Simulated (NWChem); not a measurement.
# CsI; SMILES [I][Cs]

Computed with NWChem. All runs use the structure optimised with PBE0/def2-SVP. def2 effective core potentials on I, Cs; no spin-orbit coupling. Static field.

Task: Order these by “anisotropy (bohr³)”, lowest first: Hartree-Fock/def2-SVPD; PBE/def2-SVPD; B3LYP/def2-SVPD.

Result: Hartree-Fock/def2-SVPD (20.6), B3LYP/def2-SVPD (44.5), PBE/def2-SVPD (55.5)
